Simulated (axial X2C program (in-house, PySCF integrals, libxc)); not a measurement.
Curves of InSe by EOM-IP-CCSD

Calculated with an axial X2C code built on PySCF integrals: two-component X2C with atomic mean-field Coulomb and Gaunt terms, Gaussian nuclei, basis In dyall-acv3z, Se dyall-acv3z with contracted cores.

Energies in eV from the lowest point of the lowest state; states are followed by energy order within each Ω. Reference: InSe⁻, 20 electrons correlated in 82 virtual spinors with an MP2 remainder; levels at this size can be off by some tenths of an eV. Masses 114.904 and 79.917 u.

| R (Å) | (1)Ω=3/2 | (1)Ω=1/2 | (2)Ω=1/2 | (3)Ω=1/2 |
| --- | --- | --- | --- | --- |
| 2.252 | 0.8726 | 0.2637 | 1.0879 | 4.1156 |
| 2.350 | 0.4290 | 0.1112 | 0.6456 | 3.8678 |
| 2.448 | 0.1682 | 0.0881 | 0.3944 | 3.8070 |
| 2.558 | 0.0278 | 0.1268 | 0.3010 | 3.9008 |
| 2.668 | 0.0000 | 0.1591 | 0.3876 | 4.1165 |
| 2.815 | 0.0877 | 0.2615 | 0.6169 | 4.5271 |

T1 of the reference reaches 0.022 (Lee–Taylor). Curves followed by order can swap character. Number of frozen shells: In 4 s, 3 p, 1 d; Se 3 s, 2 p, 1 d. Roots with under 60 % one-particle weight at any point are counted in the labels but not shown, and the list ends where the roots sought for some Ω run out; states that need a further excitation are missing and may lie low or lowest. Curves with a minimum but no constants failed the fit check.
